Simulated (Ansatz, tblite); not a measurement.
Cost and result up the ladder for the cluster SnF₃⁻ (the lowest singlet isomer of a short search) (4 atoms). Total charge -1; singlet. Geometry: PBE-D4/def2-TZVPD.

```xyz
4

Sn   -0.602   -0.272   -0.420
F    -0.840    1.301    0.848
F     0.372   -1.470    0.905
F     1.070    0.441   -1.334
```

Ansatz on 4 threads of Arm Neoverse V1 on a shared host; xTB runs through tblite on one thread. Times are rough, summed over both states, and most runs start from the orbitals of an earlier one. B2PLYP/def2-TZVPD serves as the yardstick here, not as an exact answer. Differences are given only for rows in sets of like size (and for xTB, whose basis is part of the method), since another set adds its own error. The other state is a quintet at its own geometry, which has other bonds, so the gap mixes isomer and spin.

In the def2 sets Sn takes a core potential, while STO-3G treats all electrons; there is no spin–orbit coupling. The xTB rows come from tblite. HSE06 is defined as in plane-wave codes, on full-range PBE exchange. Correlated methods freeze 7 core orbitals; core or outer-core shells of Sn are correlated, in sets that lack core-valence functions. The structure comes from a short search, and lower isomers may exist.

Correlated methods converge slowly with the basis.

xTB has no spin-polarisation term.

```tsv
level	functions	wall time	quintet − singlet (eV)	difference from B2PLYP/def2-TZVPD (eV)	remarks
GFN2-xTB	21	0.005 s	13.87	3.53	–
GFN1-xTB	21	0.006 s	14.12	3.78	–
HF/STO-3G	42	0.8 s	7.49	–	HOMO above zero (quintet), HOMO above zero (singlet)
PBE-D4/def2-TZVPD (with forces)	176	3.8 s	9.49	-0.85	HOMO above zero (quintet)
BLYP-D4/def2-TZVPD	176	4.6 s	9.69	-0.65	HOMO above zero (quintet)
HSE06-D4/def2-TZVPD	176	6 s	9.76	-0.58	HOMO above zero (quintet)
PBE0-D4/def2-TZVPD	176	6 s	9.78	-0.56	HOMO above zero (quintet)
MP2/def2-TZVPD	176	7.4 s	11.23	0.88	–
r2SCAN-D4/def2-TZVPD	176	8.6 s	9.49	-0.85	HOMO above zero (quintet)
RPA@PBE/def2-TZVPD	176	9.4 s	9.54	-0.81	–
r2SCAN0-D4/def2-TZVPD	176	11 s	9.71	-0.63	HOMO above zero (quintet)
B2PLYP/def2-TZVPD	176	11 s	10.34	0.00	–
ωB97X-V/def2-TZVPD	176	17 s	10.36	0.02	–
```
